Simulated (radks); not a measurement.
Polarisability of the manganese ion Mn7+, [Ar], at imaginary frequency. All-electron calculation, scalar-relativistic Kohn-Sham, PBE, spin-unpolarised, spherical densities, finite nucleus; Fermi nuclear charge, rms radius 3.7057 fm. Program: a radial shooting solver on a logarithmic mesh with Libxc functionals. Response by self-consistent Sternheimer equations with the Hartree and adiabatic LDA kernel, the relativistic mass of each level held fixed and spin-orbit coupling left out.

| w (hartree) | alpha1(iw) (bohr^3) | alpha2(iw) (bohr^5) |
|---|---|---|
| 0.00266 | 0.6242 | 0.4580 |
| 0.0143 | 0.6242 | 0.4580 |
| 0.0360 | 0.6241 | 0.4580 |
| 0.0697 | 0.6237 | 0.4579 |
| 0.118 | 0.6229 | 0.4577 |
| 0.186 | 0.6211 | 0.4572 |
| 0.280 | 0.6172 | 0.4561 |
| 0.413 | 0.6091 | 0.4539 |
| 0.605 | 0.5929 | 0.4494 |
| 0.892 | 0.5603 | 0.4397 |
| 1.35 | 0.4972 | 0.4189 |
| 2.12 | 0.3872 | 0.3740 |
| 3.59 | 0.2379 | 0.2847 |
| 6.94 | 0.1025 | 0.1489 |
| 17.5 | 0.02639 | 0.03533 |

Static values: alpha1 = 0.6242 bohr^3 (0.09249 angstrom^3; uncoupled 0.9974), alpha2 = 0.4580 bohr^5, alpha3 = 0.7381 bohr^7. C6 = 0.8267, C8 = 3.810, triple-dipole C9 = 0.3740 atomic units. One-pole (London) frequency 4 C6 / (3 alpha1^2) = 2.829 hartree, against 6.724 for minus the highest occupied eigenvalue.
